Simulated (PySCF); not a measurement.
PySCF 2.14 output of an unrestricted B2PLYP calculation on a single atom or ion in aug-cc-pVTZ with one added diffuse shell each of s, p, d, f, g type (9s8p6d4f3g, 118 functions), with no relativity, point nucleus:

```
SCF conv_tol = 1e-09
number electrons alpha = 14  beta = 10
    A. D. Becke.,  Phys. Rev. A 38, 3098 (1988)
    C. Lee, W. Yang, and R. G. Parr.,  Phys. Rev. B 37, 785 (1988)
    B. Miehlich, A. Savin, H. Stoll, and H. Preuss.,  Chem. Phys. Lett. 157, 200 (1989)
cycle= 1 E= -943.638296296635  delta_E= -0.0121  |g|= 0.0194  |ddm|= 2.23
cycle= 2 E= -943.639999543199  delta_E= -0.0017  |g|= 0.0086  |ddm|= 0.721
cycle= 3 E= -943.640733459001  delta_E= -0.000734  |g|= 0.00532  |ddm|= 0.481
cycle= 4 E= -943.640914911444  delta_E= -0.000181  |g|= 0.0039  |ddm|= 0.166
cycle= 5 E= -943.641148562349  delta_E= -0.000234  |g|= 0.00147  |ddm|= 0.329
cycle= 6 E= -943.641180310145  delta_E= -3.17e-05  |g|= 0.000329  |ddm|= 0.13
cycle= 7 E= -943.641181536574  delta_E= -1.23e-06  |g|= 9.2e-05  |ddm|= 0.0252
cycle= 8 E= -943.641181556617  delta_E= -2e-08  |g|= 1.86e-05  |ddm|= 0.00122
cycle= 9 E= -943.641181560173  delta_E= -3.56e-09  |g|= 4.41e-06  |ddm|= 0.000611
cycle= 10 E= -943.641181560713  delta_E= -5.4e-10  |g|= 1.47e-06  |ddm|= 0.000307
converged SCF energy = -943.641181560713  <S^2> = 6.1459625  2S+1 = 5.058048
```

The run itself started from symmetry-adapted Hartree-Fock orbitals and held the occupation by maximum overlap, on a logarithmic radial grid, so the iterations belong to that start.

**Question.** Which element, charge and spin multiplicity is this?

**Answer.** V⁻ (vanadium, charge -1), multiplicity 5; the state was [Ar] 3d4 4s2, high-spin 5D determinant. The SCF energy lacks the PT2 part of the double hybrid.

⟨S²⟩ = 6.15 against 6.00 shows spin contamination. At B2PLYP the highest occupied level has a positive energy, so only the finite basis holds that electron; in a semilocal or global hybrid functional this comes from self-interaction and does not mean that the real anion is unbound.
